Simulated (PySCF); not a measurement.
LDA on Sb⁻ (antimony, charge -1), [Kr] 4d10 5s2 5p4, high-spin 3P determinant. Computed with PySCF 2.14 in aug-cc-pVDZ-PP with ECP28MDF (5s4p3d, 32 functions), with a scalar-relativistic core potential.

```
cycle= 1 E= -239.87232939407  delta_E= -0.0125  |g|= 0.0296  |ddm|= 0.585
cycle= 2 E= -239.87252828255  delta_E= -0.000199  |g|= 0.0158  |ddm|= 0.153
cycle= 3 E= -239.872773052724  delta_E= -0.000245  |g|= 0.0143  |ddm|= 0.129
cycle= 4 E= -239.872974482593  delta_E= -0.000201  |g|= 0.00038  |ddm|= 0.052
cycle= 5 E= -239.872974812325  delta_E= -3.3e-07  |g|= 4.21e-05  |ddm|= 0.0024
cycle= 6 E= -239.872974818116  delta_E= -5.79e-09  |g|= 3.23e-06  |ddm|= 0.000377
cycle= 7 E= -239.87297481814  delta_E= -2.45e-11  |g|= 4.46e-07  |ddm|= 2.02e-05
converged SCF energy = -239.87297481814  <S^2> = 2.0045816  2S+1 = 3.0030529
```

Highest occupied orbital energy: 1.372 eV; ⟨L²⟩ = 2.02; populations by l: s 4.00, p 10.00, d 10.00.

Q: Can this result be used?

A: With care. The run converged. Energies and moments cover only the electrons outside the core potential. At LDA the highest occupied level has a positive energy, so only the finite basis holds that electron; in a semilocal or global hybrid functional this comes from self-interaction and does not mean that the real anion is unbound.
